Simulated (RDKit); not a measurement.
Input for RDKit: UFF on H2 (SMILES [H][H]).

```python
from rdkit import Chem
from rdkit.Chem import AllChem, rdDetermineBonds

blocks = [
'''2

H     0.00000000    0.00000000    0.37198582
H    -0.00000000   -0.00000000   -0.37198582
''',
]
mol = None
for b in blocks:
    f = Chem.MolFromXYZBlock(b)
    rdDetermineBonds.DetermineBonds(f, charge=0)
    mol = f if mol is None else Chem.CombineMols(mol, f)
Chem.SanitizeMol(mol)
print(Chem.MolToSmiles(Chem.RemoveHs(mol)))
ff = AllChem.UFFGetMoleculeForceField(mol, vdwThresh=100.0, ignoreInterfragInteractions=False)
e = ff.CalcEnergy()
print(f'UFF energy {e:.6f} kcal/mol')
```

Output:

```
[H][H]
UFF energy 0.613758 kcal/mol
```

The run finished.

Cost: about 0.010 core-seconds (a rough figure).
